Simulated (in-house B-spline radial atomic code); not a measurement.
A run on an ion of nuclear charge 21 with 21.7 electrons that did not converge. Method: scalar-relativistic (X2C) TPSSh, spin-polarised, spherical fractional occupations, Fermi nucleus of rms radius 3.5459 fm; computed with a B-spline radial code for spherical atoms.

Command:
```bash
python run_scf.py task.json out
```
Settings (nuclear radius in fm, mass in u):
```
Z                21
configuration    [Ar] 3d1.7 4s2
hamiltonian      x2c
method           tpssh
spin_polarised   True
nucleus          fermi
rms_radius       3.5459
atomic_mass      44.95591
speed_of_light   137.035999084
```

First and last ten iterations of the last attempt (damped for 15 steps, keeping 80 % of the old Fock matrix, then DIIS):
```
 iter        energy (Eh)    residual
    1        -764.191424    3.22e-02
    2        -763.771549    4.08e-02
    3        -764.148329    1.97e-02
    4        -764.178623    8.96e-03
    5        -764.189808    4.78e-03
    6        -763.796909    3.79e-02
    7        -764.136144    2.24e-02
    8        -764.173118    1.09e-02
    9        -764.187269    6.11e-03
   10        -763.801950    3.77e-02
  111        -761.706060    1.05e-01
  112        -761.671491    1.09e-01
  113        -761.654571    1.13e-01
  114        -749.280243    2.77e-01
  115        -749.189349    3.02e-01
  116        -749.158527    3.11e-01
  117        -749.136702    3.19e-01
  118        -749.114475    3.24e-01
  119        -749.043170    3.52e-01
  120        -731.295445    3.68e-01
 not converged after 120 iterations
```

The smallest residual met was 3.8e-03; the threshold is about 2e-07. No energy from this run should be used. The likely cause: this method binds the added charge weakly or not at all at the basis-set limit, so charge moves back and forth between the atom and the box. Cost of the run: 4.6 s on 1 thread of Arm Neoverse V1, with other jobs on the host.
